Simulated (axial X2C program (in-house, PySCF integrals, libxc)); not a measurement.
What spin–orbit coupling does to OsSe

All values were computed with an axial X2C code built on PySCF integrals. Spin-free means the one-electron spin-free X2C Hamiltonian; two-component (2c) means X2C with spin–orbit coupling and atomic mean-field two-electron Coulomb and Gaunt terms, so the difference of the two also holds small scalar two-electron terms. Basis: Os dyall-cv3z [13s14p9d6f4g], Se dyall-cv3z [8s9p6d4f1g] (cores contracted in-house); Gaussian nuclei, density fitting, unrestricted open shells. Masses: Os 191.961 u, Se 79.917 u.

Spin-free state: M_S = 2, Λ = 0 (beyond evenly filled blocks: π+α, π-α, δ+α, δ-α); fragments Os + Se.

| level | Re (Å) | ωe (cm⁻¹) | De (eV) | μ (D) |
| --- | --- | --- | --- | --- |
| PBE0 | 2.197 | 357.0 | 3.793 | -2.61 |

Dipoles are positive if Se is the positive end.

Two-component determinant lowest at the distance of the search:

Ω = 2 (⟨Sz⟩ = 1.68, ⟨Lz⟩ = 0.32 at PBE0); fragments Os + Se.

```tsv
level	Re (Å)	ωe (cm⁻¹)	De (eV)	μ (D)
PBE0	2.183	346.1	3.566	-2.38
```

Task: From the two tables, how do the constants change at the PBE0 level (2c against spin-free)?

Result: At the PBE0 level Re goes down by 0.014 Å and ωe decreases by 10.9 cm⁻¹; De changes by -0.227 eV.

Occupations by symmetry block were frozen at the best pattern of an incomplete PBE0 search. De is counted from the lowest determinant-based energies of the atoms at the same level, without counterpoise correction. Density functionals use the spin component along the axis (collinear). PBE0 can misorder states that lie within some tenths of an eV, so this need not be the ground state of the molecule. The nearest other spin-free determinant of the search, M_S = 2, Λ = 2, lies 0.33 eV up at the distance of the search. The functionals have no current-density term, which raises determinants with orbital currents, atoms included. With several unpaired electrons one determinant need not be a pure state. Open-shell Ω = 0 determinants with evenly filled partner blocks cannot be reached by this program, so the Ω shown need not be the lowest component.
